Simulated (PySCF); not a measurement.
C₃H₁₁Cl₃Si₃, SMILES Cl[Si]([SiH2][Si](C)(C)C)(Cl)Cl, singlet (GFN2-xTB optimised geometry):

```
20

C      1.598    -0.676     0.000
Si    -0.312    -0.676     0.000
C     -0.935    -1.539    -1.588
C     -0.920     1.136     0.000
Si    -1.102    -1.780     1.917
Si     0.132    -1.245     3.816
Cl    -0.633    -1.811     5.611
Cl     2.013    -2.029     3.738
Cl     0.391     0.780     3.936
H      1.986    -0.144     0.864
H      2.004    -0.198    -0.887
H      1.996    -1.686     0.036
H     -0.597    -2.570    -1.634
H     -0.581    -1.039    -2.485
H     -2.020    -1.551    -1.628
H     -0.581     1.657     0.890
H     -2.004     1.191    -0.017
H     -0.552     1.686    -0.861
H     -2.509    -1.476     2.229
H     -1.088    -3.249     1.808
```

Computed with PBE0/def2-SVP (PySCF).

Q: What are the frontier orbital energies and the dipole moment?

A: HOMO-2 -8.78 eV, HOMO-1 -8.55 eV, HOMO -7.99 eV, LUMO -0.57 eV, LUMO+1 -0.30 eV; dipole moment 2.84 D.

Meta-Löwdin charges at PBE0/def2-SVP: C1 -0.54, Si2 0.68, C3 -0.54, C4 -0.54, Si5 0.07, Si6 0.71, Cl7 -0.24, Cl8 -0.26, Cl9 -0.27, H10 0.12, H11 0.12, H12 0.12, H13 0.12, H14 0.12, H15 0.12, H16 0.12, H17 0.11, H18 0.12, H19 -0.06, H20 -0.06.
